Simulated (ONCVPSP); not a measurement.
What the settings do to the ONCV potential of cobalt (Co)

Base potential:

- Element: Co
- Generator: ONCVPSP 4.0.1
- Type: optimised norm-conserving Vanderbilt (ONCV)
- Functional: PBE
- Relativity: scalar-relativistic
- Frozen core: [Ne]
- Valence charge: 17
- Reference configuration: 3s2 3p6 3d7 4s1.5 (charge +0.5)
- Partial waves: 3s+4s: rc 1.00 bohr, ncon 4, nbas 7, qcut 10.6 1/bohr, 2 projectors; 3p: rc 0.85 bohr, ncon 4, nbas 7, qcut 8.2 1/bohr, 2 projectors, debl 1.3 Ha; 3d: rc 1.25 bohr, ncon 4, nbas 7, qcut 15.2 1/bohr, 1 projector
- Local potential: polynomial inside 0.80 bohr (lpopt 2, dvloc0 6 Ha)
- Core correction: Teter function, fcfact 3, rcfact 1.25

In the p channel the program set the typed energies aside and used -2.567, 0.250 Ha.

Cutoffs, loose and tight: the cutoffs (Ha) at which the residual kinetic energy of the hardest occupied pseudo-wave falls to 1 and 0.1 mHa per electron. They do not see the model core or the augmentation charge, which bear on the density cutoff. Test errors are all-electron minus pseudo excitation energies from the reference, over the configurations 3s2 3p6 3d7 4s2; 3s2 3p6 3d7 4s1; 3s2 3p6 3d7 4s0; 3s2 3p6 3d6 4s2. A dash means not determined; rows that change the core or the reference have their own tests.

```tsv
change	outcome	cutoff, loose	cutoff, tight	bound ghosts	GHOST(+) flags above zero	largest test error (meV)
base	generated, projector energies reset by the program	73 Ha	177 Ha	none	none	+5.4
s: qcut 6.8; p: qcut 5.3; d: qcut 9.7	generated, projector energies reset by the program	123 Ha	173 Ha	none	s, p	+15
s: qcut 7.7; p: qcut 6; d: qcut 11	generated, projector energies reset by the program	106 Ha	154 Ha	none	none	+12
s: qcut 8.7; p: qcut 6.7; d: qcut 12.5	generated, projector energies reset by the program	65 Ha	122 Ha	none	none	+8.8
s: qcut 10.1; p: qcut 7.8; d: qcut 14.5	generated, projector energies reset by the program	72 Ha	169 Ha	none	none	+5.9
s: qcut 11.4; p: qcut 8.8; d: qcut 16.3	generated, projector energies reset by the program	80 Ha	182 Ha	none	none	+3.9
s: qcut 12; p: qcut 9.3; d: qcut 17.2	generated, projector energies reset by the program	79 Ha	182 Ha	none	none	+4.0
s: qcut 14; p: qcut 10.8; d: qcut 20.1	generated, projector energies reset by the program	76 Ha	169 Ha	none	none	+4.2
s: qcut 15.4; p: qcut 11.9; d: qcut 22.1	generated, projector energies reset by the program	77 Ha	107 Ha	none	none	+3.9
```

(1) What comes out with this change to the base: s: qcut 13.4; p: qcut 10.4; d: qcut 19.2?

Results:

(1) outcome: generated, projector energies reset by the program; cutoff, loose: 84 Ha; cutoff, tight: 175 Ha; bound ghosts: none; GHOST(+) flags above zero: none; largest test error (meV): +2.8.
